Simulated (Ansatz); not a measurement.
Relaxation of C2H10OSi3 (16 atoms, charge 0, multiplicity 1), to a largest force component of 0.015 eV/Å in at most 40 steps.

Computed with RKS BLYP/STO-3G in Ansatz.

```xyz
16
Properties=species:S:1:pos:R:3
C -0.415 -0.846 -1.815
C -0.081 -0.442 -0.592
O -0.164 -1.353 0.443
Si 1.229 -2.377 0.734
Si 0.397 1.318 -0.185
Si 0.912 2.462 -2.145
H -0.761 -1.815 -2.030
H -0.438 -0.090 -2.670
H 2.404 -1.588 0.988
H 1.336 -3.306 -0.393
H 0.874 -3.189 1.978
H 1.543 1.351 0.741
H -0.699 2.000 0.476
H -0.259 2.513 -3.100
H 2.030 1.786 -2.856
H 1.306 3.892 -1.847
```

Question: Where does it end, and by what steps?

Answer: It converged. Limits of this set-up: minimal basis. After 38 steps the energy has fallen by 0.758 eV; H9 moved furthest, 1.95 Å.

```csv
step,energy less start (eV),largest force component (eV/Å),accepted
0,0.0000,3.027,yes
2,-0.4376,1.157,no
4,-0.4928,0.506,no
6,-0.5207,0.049,yes
8,-0.5327,0.166,yes
10,-0.5542,0.405,yes
12,-0.6125,0.364,yes
14,-0.6863,0.131,yes
16,-0.7318,0.203,yes
18,-0.7529,0.082,yes
20,-0.7556,0.079,yes
22,-0.7562,0.035,yes
24,-0.7565,0.029,yes
26,-0.7567,0.029,yes
28,-0.7569,0.034,yes
30,-0.7570,0.038,yes
32,-0.7573,0.034,yes
34,-0.7577,0.026,yes
36,-0.7579,0.019,yes
38,-0.7580,0.014,yes
```

```xyz
16
Properties=species:S:1:pos:R:3
C 0.590 -0.914 -1.739
C 0.574 -0.315 -0.510
O 0.612 -0.978 0.754
Si 0.677 -2.733 0.726
Si 0.493 1.572 -0.248
Si 0.517 2.744 -2.195
H 0.635 -2.006 -1.883
H 0.559 -0.316 -2.662
H 1.884 -3.231 0.072
H -0.496 -3.319 0.087
H 0.699 -3.081 2.137
H 1.620 1.955 0.595
H -0.715 1.867 0.514
H -0.624 2.411 -3.036
H 1.727 2.487 -2.962
H 0.461 4.173 -1.922
```

Whether the end is a true minimum wasn't checked by a vibrational analysis.

Run time: 2.8 min on 1 thread of Arm Neoverse V1, with other jobs on the host, peak memory 0.14 GiB.
